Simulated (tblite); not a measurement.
C6H9BrO.
SMILES with atom numbers: `[CH3:1][C@H:2]1[CH2:3][C@@H:4]([C:5](=[O:6])[Br:7])[CH2:8]1` (hydrogens: H9, H10, H11 on C1; H12 on C2; H13, H14 on C3; H15 on C4; H16, H17 on C8)

Computed with GFN2-xTB (tblite), gas phase: L-BFGS steps from a force-field or distance-geometry start until the largest atomic force falls under 0.01 eV/Å.

Step 19: E = -695.8957 eV
```
atom  x, y, z in Å  |  force x, y, z in eV/Å
C1     -2.1490    0.5955   -0.4480    0.145   0.003  -0.043
C2     -0.9602    0.0923    0.3630   -0.043  -0.085  -0.066
C3     -0.0843   -1.0651   -0.1627   -0.080  -0.018   0.003
C4      1.1201   -0.3914    0.5347   -0.110  -0.080  -0.021
C5      2.4659   -0.5412   -0.0570    0.142  -0.111   0.161
O6      3.4033   -1.0886    0.4175   -0.064   0.106  -0.173
Br7     2.6631    0.2504   -1.8493   -0.075  -0.019   0.012
C8      0.3328    0.9260    0.4537   -0.093  -0.010   0.012
H9     -2.2372    1.6752   -0.3516   -0.029   0.000   0.106
H10    -2.0535    0.3762   -1.5089    0.114  -0.067   0.029
H11    -3.0664    0.1371   -0.0815    0.043   0.038  -0.107
H12    -1.3072   -0.1439    1.3739    0.071   0.020  -0.043
H13     0.0246   -1.0301   -1.2489   -0.071  -0.011   0.113
H14    -0.3224   -2.0781    0.1593    0.007   0.057  -0.044
H15     1.1918   -0.7457    1.5674    0.051   0.034   0.009
H16     0.4301    1.5923    1.3054    0.043   0.098  -0.009
H17     0.5416    1.4512   -0.4769   -0.051   0.045   0.062
```

Step 20: E = -695.9015 eV
```
atom  x, y, z in Å  |  force x, y, z in eV/Å
C1     -2.1397    0.5957   -0.4526    0.032   0.042  -0.092
C2     -0.9595    0.0912    0.3622   -0.041  -0.061  -0.065
C3     -0.0867   -1.0705   -0.1557   -0.075  -0.028   0.013
C4      1.1192   -0.3927    0.5351   -0.071  -0.104  -0.017
C5      2.4622   -0.5394   -0.0632    0.110  -0.058   0.092
O6      3.4074   -1.0780    0.4031   -0.027   0.061  -0.118
Br7     2.6449    0.2509   -1.8604   -0.085  -0.020   0.014
C8      0.3314    0.9244    0.4573   -0.047   0.001   0.035
H9     -2.2366    1.6727   -0.3493   -0.029   0.055   0.151
H10    -2.0385    0.3955   -1.5147    0.151  -0.121  -0.043
H11    -3.0586    0.1293   -0.1022    0.021   0.026  -0.088
H12    -1.3147   -0.1359    1.3727    0.090  -0.008  -0.047
H13     0.0250   -1.0551   -1.2422   -0.092   0.031   0.119
H14    -0.3332   -2.0768    0.1784    0.033   0.020  -0.029
H15     1.1989   -0.7427    1.5683    0.046   0.019   0.018
H16     0.4247    1.5796    1.3167    0.052   0.131   0.016
H17     0.5467    1.4638   -0.4635   -0.070   0.015   0.041
```

Step 21: E = -695.9074 eV
```
atom  x, y, z in Å  |  force x, y, z in eV/Å
C1     -2.1300    0.5972   -0.4601   -0.079   0.071  -0.117
C2     -0.9598    0.0896    0.3596   -0.022  -0.002  -0.031
C3     -0.0905   -1.0770   -0.1472   -0.043  -0.027   0.028
C4      1.1174   -0.3957    0.5353   -0.001  -0.085   0.006
C5      2.4589   -0.5375   -0.0692    0.025   0.010  -0.020
O6      3.4133   -1.0659    0.3855    0.030   0.003  -0.032
Br7     2.6237    0.2510   -1.8728   -0.096  -0.019   0.017
C8      0.3293    0.9225    0.4625    0.022   0.008   0.053
H9     -2.2378    1.6713   -0.3435   -0.020   0.080   0.164
H10    -2.0205    0.4150   -1.5228    0.180  -0.141  -0.103
H11    -3.0499    0.1216   -0.1269   -0.004   0.008  -0.076
H12    -1.3220   -0.1274    1.3692    0.083  -0.041  -0.031
H13     0.0235   -1.0828   -1.2324   -0.103   0.070   0.083
H14    -0.3433   -2.0752    0.2007    0.041  -0.037  -0.006
H15     1.2087   -0.7401    1.5691    0.027  -0.003   0.030
H16     0.4200    1.5678    1.3302    0.047   0.125   0.018
H17     0.5520    1.4777   -0.4470   -0.086  -0.020   0.017
```

Step 22: E = -695.9141 eV
```
atom  x, y, z in Å  |  force x, y, z in eV/Å
C1     -2.1200    0.6006   -0.4716   -0.147   0.079  -0.110
C2     -0.9608    0.0882    0.3557    0.003   0.072   0.018
C3     -0.0957   -1.0851   -0.1364    0.002  -0.014   0.047
C4      1.1156   -0.4007    0.5359    0.075  -0.027   0.039
C5      2.4554   -0.5351   -0.0771   -0.069   0.064  -0.127
O6      3.4210   -1.0514    0.3639    0.072  -0.045   0.053
Br7     2.5967    0.2508   -1.8873   -0.107  -0.016   0.016
C8      0.3274    0.9204    0.4700    0.086   0.010   0.060
H9     -2.2402    1.6712   -0.3334   -0.008   0.066   0.137
H10    -1.9959    0.4357   -1.5348    0.190  -0.119  -0.124
H11    -3.0399    0.1126   -0.1581   -0.025  -0.006  -0.078
H12    -1.3295   -0.1182    1.3641    0.050  -0.072  -0.005
H13     0.0196   -1.1147   -1.2194   -0.106   0.102   0.025
H14    -0.3541   -2.0743    0.2279    0.040  -0.090   0.019
H15     1.2212   -0.7376    1.5707    0.003  -0.030   0.034
H16     0.4152    1.5560    1.3468    0.036   0.089  -0.001
H17     0.5570    1.4937   -0.4268   -0.095  -0.064  -0.005
```

Task: Estimate the geometry and energy of step 23. (The exact step hangs on the optimiser's Hessian estimate; all steps are aligned on step 22, rigid shifts and turns removed.)

Result: E = -695.9217 eV, largest force 0.242 eV/Å
```
atom  x, y, z in Å  |  force x, y, z in eV/Å
C1     -2.1092    0.6059   -0.4873   -0.144   0.060  -0.066
C2     -0.9618    0.0875    0.3518    0.023   0.127   0.067
C3     -0.1020   -1.0950   -0.1227    0.048   0.015   0.066
C4      1.1143   -0.4071    0.5375    0.128   0.052   0.065
C5      2.4510   -0.5320   -0.0883   -0.127   0.084  -0.188
O6      3.4300   -1.0337    0.3379    0.068  -0.064   0.107
Br7     2.5614    0.2501   -1.9041   -0.113  -0.014   0.012
C8      0.3267    0.9178    0.4798    0.115   0.008   0.055
H9     -2.2426    1.6719   -0.3185   -0.003   0.016   0.061
H10    -1.9613    0.4579   -1.5508    0.170  -0.055  -0.084
H11    -3.0282    0.1015   -0.1975   -0.035  -0.009  -0.095
H12    -1.3369   -0.1086    1.3587   -0.003  -0.092   0.019
H13     0.0126   -1.1504   -1.2032   -0.101   0.127  -0.029
H14    -0.3671   -2.0748    0.2599    0.046  -0.112   0.040
H15     1.2358   -0.7345    1.5736   -0.013  -0.064   0.023
H16     0.4102    1.5437    1.3661    0.028   0.037  -0.024
H17     0.5602    1.5117   -0.4028   -0.086  -0.115  -0.029
```

The energy changes by -0.0076 eV. The first-order estimate −F·Δx gives -0.0104 eV and the mean of the old and new forces, exact on a quadratic surface, -0.0076 eV. The step makes an angle of 80° with the force vector and moves no atom by more than 0.044 Å.

The cost below is that of the whole relaxation. Hardware: one thread of an Arm Neoverse V1, no GPU (shared host). Cost: 0.45 s of wall time.
